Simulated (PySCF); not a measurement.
[La(H2O)4]3+ at several levels of theory

Computed with PySCF 2.14.0 (density fitting, no spin-orbit coupling) at the geometry relaxed with PBE0:

```xyz
13
[La(H2O)4]3+ (singlet)
La    0.0000    0.0000    0.0000
O     1.4593    1.3453    1.4061
H     1.4036    1.5005    2.3746
H     2.2553    1.8573    1.1435
O    -1.4591   -1.4061    1.3454
H    -2.2555   -1.1435    1.8571
H    -1.4036   -2.3746    1.5004
O     1.4593   -1.3453   -1.4061
H     2.2553   -1.8573   -1.1435
H     1.4036   -1.5005   -2.3746
O    -1.4591    1.4061   -1.3454
H    -1.4036    2.3746   -1.5004
H    -2.2555    1.1435   -1.8571
```

```tsv
level	basis	state	HOMO (eV)	gap (eV)	charge on La1 (e)	population of f-type functions on La1 (polarisation alone where 4f lies in the core)	dipole about the centre of mass (D)	largest force component (eV/Å)
PBE0	La lcecp-1-SVP with ECP46, O def2-SVP, H def2-SVP	singlet	-23.71	8.61	1.89	0.05	0.00	0.01
wB97X	the same	singlet	-26.28	13.40	1.91	0.06	0.00	0.06
PBE0	La lcecp-1-TZVP with ECP46, O def2-TZVP, H def2-TZVP	singlet	-23.76	8.72	2.16	0.09	0.00	0.24
```

In the lcecp rows the 4f levels are missing from HOMO and gap, and the state counts the valence alone.

Charges are Mulliken's, which hang on the basis. The relaxation used the grid (50, 194), these runs (75, 302) or, all-electron (x2c bases, spin-free X2C Hamiltonian), (99, 590).

Q: What does TPSS with La lcecp-1-SVP with ECP46, O def2-SVP, H def2-SVP give here?

A: state singlet, HOMO (eV) -21.92, gap (eV) 6.20, charge on La1 (e) 1.79, population of f-type functions on La1 (polarisation alone where 4f lies in the core) 0.05, dipole about the centre of mass (D) 0.00, largest force component (eV/Å) 0.44. Time: 18 s on 2 threads of Arm Neoverse V1, on a shared host, from an already converged density.

In the first row's basis the gap widens with exact exchange: 6.2 eV for TPSS (none); 8.6 eV for PBE0 (a fixed share); 13.4 eV for wB97X (rising or full at long range).
